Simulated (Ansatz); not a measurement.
Frontier orbitals of CH5FInNO, SMILES `C[O][In]([NH2])[F]`.

The species carries charge 0 and has multiplicity 1. Correlated methods include outer-core shells of In, which these sets cover unevenly. In takes the def2 core potential. Geometry: relaxed with PBE0-D4/def2-TZVP. It is one conformer, not always the lowest. Basis def2-TZVPP, Ansatz 0.2.0.

Q: Compute the vertical ionisation energy as the energy of the cation minus that of the neutral molecule, at each level. (An estimate is asked.)

A: Ansatz gave: 
```json
{"level": "PBE-D4/def2-TZVPP", "IE (eV)": "9.18", "difference from CCSD(T)/def2-TZVPP": "-0.85"}
{"level": "r2SCAN-D4/def2-TZVPP", "IE (eV)": "9.31", "difference from CCSD(T)/def2-TZVPP": "-0.73"}
{"level": "PBE0-D4/def2-TZVPP", "IE (eV)": "9.62", "difference from CCSD(T)/def2-TZVPP": "-0.42"}
{"level": "B3LYP-D4/def2-TZVPP", "IE (eV)": "9.62", "difference from CCSD(T)/def2-TZVPP": "-0.41"}
{"level": "ωB97X-V/def2-TZVPP", "IE (eV)": "9.99", "difference from CCSD(T)/def2-TZVPP": "-0.04"}
{"level": "ωB97M-V/def2-TZVPP", "IE (eV)": "9.98", "difference from CCSD(T)/def2-TZVPP": "-0.05"}
{"level": "B2PLYP/def2-TZVPP", "IE (eV)": "9.97", "difference from CCSD(T)/def2-TZVPP": "-0.06"}
{"level": "HF/def2-TZVPP", "IE (eV)": "8.68", "difference from CCSD(T)/def2-TZVPP": "-1.35"}
{"level": "MP2/def2-TZVPP", "IE (eV)": "10.48", "difference from CCSD(T)/def2-TZVPP": "0.44"}
{"level": "CCSD/def2-TZVPP", "IE (eV)": "9.99", "difference from CCSD(T)/def2-TZVPP": "-0.04"}
{"level": "CCSD(T)/def2-TZVPP", "IE (eV)": "10.03", "difference from CCSD(T)/def2-TZVPP": "0.00"}
{"level": "HF/def2-QZVPP", "IE (eV)": "8.69", "difference from CCSD(T)/def2-TZVPP": "-1.35"}
{"level": "MP2/def2-QZVPP", "IE (eV)": "10.61", "difference from CCSD(T)/def2-TZVPP": "0.57"}
```

B3LYP here is the variant with VWN-RPA as its local correlation; programs differ in this.
